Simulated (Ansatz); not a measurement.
A structure relaxed at PBE0-D4/def2-TZVP in Ansatz, charge 1, singlet:

```xyz
9

Li   -0.114    2.139    1.216
Li   -0.028   -2.101   -1.285
Li   -1.264   -1.091    1.810
Li    0.214   -0.057    0.104
Li    1.120    1.130   -1.880
H     0.690   -0.551   -1.661
H    -0.644    0.539    1.684
H     0.634    1.740   -0.314
H    -0.606   -1.747    0.327
```

(1) Give its formula and point group.

(2) Summarise the bond lengths by kind (pairs closer than 1.2 times the sum of covalent radii, bridged metal pairs left out).

## Answers

(1) the cluster Li₅H₄⁺. Point group C4v (tolerance 0.1 Å).

(2) 12 × H–Li 1.75 to 1.89 Å.

The structure comes from a short search, and lower isomers may exist.
